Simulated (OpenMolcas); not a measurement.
5s² 5p along the 49-electron sequence

```json
{
 "Program": "OpenMolcas",
 "Method": "CASSCF",
 "Basis": "ANO-RCC-VTZP",
 "Scalar Hamiltonian": "DKH2, point nucleus",
 "Spin-orbit coupling": "state interaction with AMFI integrals over the reference wave functions, term energies averaged over their components"
}
```

Active space for each ion: 1 electron in 3 orbitals (5p).

Computed levels in cm-1 above ²P°_1/2:

```json
{"Level": "²P°_3/2", "In": "1941", "Sn+": "3660", "Sb2+": "5873", "Te3+": "8385", "I4+": "11312", "Xe5+": "14113"}
{"Level": "weight of ²P° in the lowest level (%)", "In": "100", "Sn+": "100", "Sb2+": "100", "Te3+": "100", "I4+": "100", "Xe5+": "100"}
```

Measured, with the error of the calculation in %. Measured levels: In, Sn+ from NIST Handbook of Basic Atomic Spectroscopic Data; Sb2+, Te3+ from Moore, Atomic Energy Levels, vol. III, NSRDS-NBS 35 (1971 reprint of NBS Circular 467, 1958); Xe5+ from Saloman, J. Phys. Chem. Ref. Data 33, 765 (2004).

```csv
Level,In,Sn+,Sb2+,Te3+,Xe5+
²P°_3/2,2213 (-12.3),4251 (-13.9),6576 (-10.7),9223 (-9.1),15599 (-9.5)
```

The fine-structure level ²P°_3/2 changes by a factor of 7.27 from In to Xe5+. Its fourth root runs 6.64, 7.78, 8.75, 9.57, 10.31, 10.90, with steps per unit of Z of 1.14, 0.98, 0.82, 0.74, 0.59; equal steps would mean a (Z - σ)^4 law with constant σ.

With one active electron the reference holds no correlation, so core polarisation is missing. Measured partners are found by configuration, term and J. A level has none where our copy of the source lacks it or the pairing is in doubt (some pairs that miss far off the trend of their configuration count as doubtful), and it then counts in no deviation. Only configurations of the active space appear.

° marks odd parity.
